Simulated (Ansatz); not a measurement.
CH6AlBOS (`OC[BH][AlH][SH]`), relaxed with RKS PBE0-D4/def2-TZVP in Ansatz from a PBE-D4/def2-SVP geometry. The force threshold is 0.005 eV/Å; the program also tests the step.

Charge 0, multiplicity 1.

Start:

```xyz
11

O     0.007    1.379    0.295
C     0.900    0.456    1.051
B    -0.591   -0.044    0.999
Al   -1.165   -1.189   -0.681
S     0.119   -0.408   -2.411
H     0.094    1.155   -0.680
H     1.287    0.994    1.932
H     1.714    0.064    0.413
H    -1.312    0.233    1.939
H    -2.331   -2.172   -1.170
H     1.276   -0.470   -1.688
```

**Question.** How much energy does the relaxation release, and in how many steps? (An estimate is asked.)

**Answer.** Ansatz gave: 6.90 kJ/mol, in 13 steps, 2 of them rejected.

**Question.** Which bonds change most? (Estimate.)

**Answer.** The calculation gave: Al4–S5 from 2.291 to 2.228 Å; O1–H6 from 1.003 to 0.969 Å; B3–H9 from 1.217 to 1.196 Å; S5–H11 from 1.366 to 1.345 Å.

**Question.** Give the relaxed structure. (An estimate is asked.)

**Answer.** The calculation gave: 
```xyz
11

O     0.040    1.434    0.378
C     0.890    0.441    1.082
B    -0.590   -0.029    0.950
Al   -1.139   -1.186   -0.728
S     0.132   -0.763   -2.507
H     0.177    1.352   -0.577
H     1.259    0.906    1.991
H     1.697    0.085    0.444
H    -1.319    0.222    1.865
H    -2.331   -2.171   -1.083
H     1.185   -0.290   -1.815
```
